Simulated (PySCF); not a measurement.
Compound: C6H6O2.
Cartesian coordinates in Å at the GFN2-xTB level; atoms count from 1:
```xyz
14
C6H6O2 angstrom
C      2.0937   -0.0824   -0.1977
C      0.6297    0.0905   -0.0661
C     -0.0911    1.2215   -0.0225
C     -1.5311    0.9468    0.1215
O     -2.4185    1.7579    0.1893
C     -1.6858   -0.5641    0.1698
C     -0.2731   -1.0937    0.0470
O      0.0694   -2.2471    0.0433
H      2.3123   -0.6788   -1.0831
H      2.6044    0.8742   -0.2652
H      2.4707   -0.6409    0.6588
H      0.2892    2.2271   -0.0792
H     -2.3199   -0.9257   -0.6416
H     -2.1506   -0.8856    1.1034
```

The closed-shell SCF was solved with PySCF and density fitting under several settings on one GFN2-xTB geometry (grid level 2 and gas phase unless stated).

```csv
settings,basis functions,SCF cycles,E (Eh),HOMO (eV),LUMO (eV),dipole (D)
"PBE0/6-31G, start guess vsap",84,12,-382.1331,-7.18,-2.44,2.34
KT2/aug-cc-pVDZ,238,18,-389.0674,-5.93,-3.49,2.49
```

Problem. Estimate the row for these settings: PBE0/pcSseg-1, IEF-PCM chloroform, energy threshold 1e-06 Eh, start guess huckel.

Solution. 
```
                                                                        settings  basis functions  SCF cycles     E (Eh)  HOMO (eV)  LUMO (eV)  dipole (D)
PBE0/pcSseg-1, IEF-PCM chloroform, energy threshold 1e-06 Eh, start guess huckel              166          11  -382.2212      -7.38      -2.50        2.77
```

Problem. Over all rows, what range does the HOMO–LUMO gap span?

Solution. From 2.44 eV (KT2/aug-cc-pVDZ) to 4.88 eV (PBE0/pcSseg-1, IEF-PCM chloroform, energy threshold 1e-06 Eh, start guess huckel). The functional of the narrowest has no exact exchange, that of the widest 25 % exact exchange.

Whole jobs, the steps after the SCF included, on AMD EPYC 9R45, one thread, no GPU, on a shared host:

| settings | work after the SCF | wall time | peak memory |
| --- | --- | --- | --- |
| PBE0/6-31G, start guess vsap | spin–spin couplings from 12 perturbed nuclei, spin–dipole term left out | 5.0 s | 0.55 GiB |
| KT2/aug-cc-pVDZ | shieldings, ring-centre shieldings, charges and field gradients | 35 s | 0.74 GiB |
| PBE0/pcSseg-1, IEF-PCM chloroform, energy threshold 1e-06 Eh, start guess huckel | shieldings, ring-centre shieldings | 10 s | 0.96 GiB |

Cycle counts include a coarse-grid stage where the run had one. KT2 was designed for NMR shieldings or shifts; total energies of different functionals aren't comparable. Geometry: GFN2-xTB; no vibrations or thermal averaging.
